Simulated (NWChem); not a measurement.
Species: C3H4S2; SMILES S1CSC=C1

```xyz
9

C      0.6759     0.0765    -1.2664
C     -0.6759     0.0765    -1.2664
S     -1.5027    -0.1935     0.2728
C      0.0000     0.1444     1.2809
S      1.5026    -0.1935     0.2728
H      1.2974     0.1824    -2.1670
H     -1.2974     0.1824    -2.1670
H      0.0000     1.2030     1.6164
H      0.0000    -0.5245     2.1625
```
Atoms are numbered in this order, from 1.

Level: PBE-D3(BJ)/def2-SVP (NWChem), optimised geometry, unscaled harmonic frequencies. 

```json
[
 {"frequency (cm⁻¹)": "127", "IR intensity (km/mol)": "3.6"},
 {"frequency (cm⁻¹)": "393", "IR intensity (km/mol)": "0.0"},
 {"frequency (cm⁻¹)": "394", "IR intensity (km/mol)": "0.5"},
 {"frequency (cm⁻¹)": "600", "IR intensity (km/mol)": "0.9"},
 {"frequency (cm⁻¹)": "605", "IR intensity (km/mol)": "63.3"},
 {"frequency (cm⁻¹)": "681", "IR intensity (km/mol)": "1.9"},
 {"frequency (cm⁻¹)": "698", "IR intensity (km/mol)": "2.4"},
 {"frequency (cm⁻¹)": "730", "IR intensity (km/mol)": "3.1"},
 {"frequency (cm⁻¹)": "768", "IR intensity (km/mol)": "36.7"},
 {"frequency (cm⁻¹)": "815", "IR intensity (km/mol)": "0.4"},
 {"frequency (cm⁻¹)": "836", "IR intensity (km/mol)": "5.6"},
 {"frequency (cm⁻¹)": "1052", "IR intensity (km/mol)": "3.0"},
 {"frequency (cm⁻¹)": "1057", "IR intensity (km/mol)": "3.3"},
 {"frequency (cm⁻¹)": "1155", "IR intensity (km/mol)": "0.4"},
 {"frequency (cm⁻¹)": "1223", "IR intensity (km/mol)": "0.0"},
 {"frequency (cm⁻¹)": "1381", "IR intensity (km/mol)": "0.2"},
 {"frequency (cm⁻¹)": "1564", "IR intensity (km/mol)": "17.7"},
 {"frequency (cm⁻¹)": "2978", "IR intensity (km/mol)": "23.9"},
 {"frequency (cm⁻¹)": "3078", "IR intensity (km/mol)": "0.6"},
 {"frequency (cm⁻¹)": "3149", "IR intensity (km/mol)": "4.3"},
 {"frequency (cm⁻¹)": "3168", "IR intensity (km/mol)": "0.2"}
]
```

```json
{
  "zero_point_energy": "37.8 kcal/mol",
  "thermal correction to the enthalpy at 298.15 K (with zero-point energy)": "41.6 kcal/mol",
  "heat capacity Cv": "18.5 cal/(mol K)",
  "entropy at 298.15 K and 1 atm (symmetry number 1)": "73.9 cal/(mol K)",
  "dipole_moment": "0.49 D"
}
```

Rigid rotor and harmonic oscillator.
